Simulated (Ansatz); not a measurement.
`N#C[S][GeH3]` and `CSC#N` differ in one atom or group.

Ansatz, PBE0-D4/def2-TZVP geometries, multiplicity 1. 

Scalar relativity is left out up to krypton.

```csv
property,`N#C[S][GeH3]`
zero-point energy (PBE0-D4/def2-TZVP) / kJ/mol,88.0
LUMO energy (B3LYP/def2-TZVPP) / eV,-1.38
HOMO energy (ωB97M-V/def2-TZVPP) / eV,-10.00
HOMO energy (PBE0/def2-TZVPP) / eV,-7.88
HOMO energy (PBE/def2-TZVPP) / eV,-6.69
"ideal-gas entropy at 298 K and 1 bar (rigid rotor, harmonic PBE0-D4/def2-TZVP) / J/(mol·K)",331
```

(1) What does the change do to each property? (An estimate is asked.)

Results:

(1) The calculation gave: 
```json
{"property": "zero-point energy (PBE0-D4/def2-TZVP) / kJ/mol", "`CSC#N`": "123.5", "shift": "35.5"}
{"property": "LUMO energy (B3LYP/def2-TZVPP) / eV", "`CSC#N`": "-1.07", "shift": "0.31"}
{"property": "HOMO energy (ωB97M-V/def2-TZVPP) / eV", "`CSC#N`": "-9.79", "shift": "0.21"}
{"property": "HOMO energy (PBE0/def2-TZVPP) / eV", "`CSC#N`": "-7.65", "shift": "0.23"}
{"property": "HOMO energy (PBE/def2-TZVPP) / eV", "`CSC#N`": "-6.44", "shift": "0.25"}
{"property": "ideal-gas entropy at 298 K and 1 bar (rigid rotor, harmonic PBE0-D4/def2-TZVP) / J/(mol·K)", "`CSC#N`": "297", "shift": "-34"}
```

With PBE0 the HOMO rises by 0.23 eV and the LUMO rises by 0.31 eV, so the gap widens by about 0.08 eV. PBE moves the HOMO by 0.25 eV and ωB97M-V by 0.21 eV.

B3LYP here is the variant with VWN-RPA as its local correlation; programs differ in this.
